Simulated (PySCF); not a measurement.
## Lu²⁷⁺: ionisation energy

Lu²⁷⁺ [Kr] 4d8 [4d3/2^4 4d5/2^4, M_J = 4] → Lu²⁸⁺ [Kr] 4d7 [4d3/2^4 4d5/2^3, M_J = 9/2], as a difference of total energies. All numbers are calculated (PySCF 2.14, the two-component X2C-1e Hamiltonian, in an uncontracted even-tempered set (17 s from 2.3 bohr⁻², ratio 2.8; 14 p from 2.9 bohr⁻², ratio 2.8; 10 d from 2.9 bohr⁻², ratio 2.8; 3 f from 14 bohr⁻², ratio 3)). Correlated levels: [Ar] 3d10 frozen; the 102 highest virtual spinors dropped. "Screened" scales the spin-orbit matrix elements by Boettger's factors to mimic the two-electron term; Breit and QED terms are absent.

| method | ionisation energy (eV) |
| --- | --- |
| GHF (screened spin-orbit) | 1030.9 |
| GMP2 (screened spin-orbit) | 1031.3 |

Breit and QED terms and the two-electron picture change are absent.

The labels give the starting determinants; with spin-orbit coupling the two ends relaxed to ⟨J²⟩ = 20.00, ⟨L²⟩ = 12.84, ⟨S²⟩ = 1.88 and ⟨J²⟩ = 24.75, ⟨L²⟩ = 15.11, ⟨S²⟩ = 2.80.

For comparison: 1032 ± 4 eV (theoretical estimate listed by NIST; NIST Atomic Spectra Database, ionization energies).
